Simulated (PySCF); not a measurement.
SnH₄.
SMILES: `[H][Sn]([H])([H])[H]`

Method used: TDDFT wB97X-D/def2-SVPD, vertical, gas phase, core orbitals frozen in the response, def2 core potentials past Kr (PySCF). Geometry: PBE0-D3(BJ)/def2-SVP; no solvent, vibrations or thermal averaging. Spin–orbit coupling is left out.

| state | E (eV) | λ (nm) | f | \|μ\| (D) | symmetry | main configurations (H = HOMO, L = LUMO) |
| --- | --- | --- | --- | --- | --- | --- |
| S1 | 8.24 | 150.5 | 0.182 | 2.41 | T2 | H-2/H-1/H→L (≥93%) |
| S2 | 8.24 | 150.5 | 0.182 | 2.41 | T2 | H-2/H-1/H→L (≥94%) |
| S3 | 8.24 | 150.5 | 0.182 | 2.41 | T2 | H-2/H-1/H→L (≥93%) |
| S4 | 8.38 | 148.0 | 0.0000 | 0.01 | – | H-2/H-1/H→L+1/L+2 (≥86%) |
| S5 | 8.38 | 148.0 | 0.0000 | 0.01 | – | H-2/H-1/H→L+3 (≥48%), H-2/H-1/H→L+1/L+2 (≥43%) |
| S6 | 8.38 | 147.9 | 0.0000 | 0.00 | – | H-2/H-1/H→L+3 (≥44%), H-2/H-1/H→L+1/L+2 (≥41%) |
| S7 | 8.63 | 143.7 | 0.0000 | 0.00 | – | H-2/H-1/H→L+1/L+2 (≥80%) |
| S8 | 8.63 | 143.7 | 0.0000 | 0.00 | – | H-2/H-1/H→L+3 (≥56%), H-2/H-1/H→L+1/L+2 (≥28%) |
| S9 | 9.18 | 135.1 | 0.0000 | 0.01 | – | H-2/H-1/H→L+1/L+2 (≥63%), H-2/H-1/H→L+3 (≥32%) |

Triplets, Tamm–Dancoff:

```
state  E (eV)  λ (nm)                        main configurations (H = HOMO, L = LUMO)
   T1    7.41   167.4  H-2/H-1/H→L (≥48%), H-2/H-1/H→L+6 (≥12%), H-2/H-1/H→L+3 (≥11%)
   T2    7.41   167.4                        H-2/H-1/H→L (≥47%), H-2/H-1/H→L+6 (≥12%)
   T3    7.41   167.4                        H-2/H-1/H→L (≥50%), H-2/H-1/H→L+6 (≥12%)
```

The lowest singlet level (S1/S2/S3) lies at 8.24 eV (151 nm, vacuum ultraviolet) and is strong. The lowest level is also the most intense of those listed (f = 0.546 summed). S1/S2/S3, S4/S5/S6 and S7/S8 lie within about 0.01 eV of each other in each set; the point group Td has degenerate representations, and within a degenerate level the listed configurations can mix freely. Löwdin shares by element: HOMO (one of a set within 0.03 eV) hydrogen 55% or more, tin 43%; LUMO tin 64%, hydrogen 27% or more. The listed states span 0.94 eV, and the widest gap between neighbours is 0.55 eV (S8 to S9). Orbital energies (eV): HOMO-3 -16.74, HOMO-2 -11.02, HOMO-1 -11.02, HOMO -11.02, LUMO 1.34, LUMO+1 2.27, LUMO+2 2.27. Weighted by f, the mean energy of these states is 8.24 eV. Symmetry labels in Td follow from the direction of the transition dipole and are given only for states with f of 0.002 or more. Orbitals of the list HOMO-3 to LUMO+2 that lie within 0.01 eV of each other are written together with a slash and their weights summed (≥ marks a lower bound); for degenerate orbitals outside that list single weights are arbitrary. Singlets were solved by full linear response, triplets in the Tamm–Dancoff approximation. The highest level found (9.41 eV, f 0.485 so far) is left out, since the window may have cut off a degenerate partner.
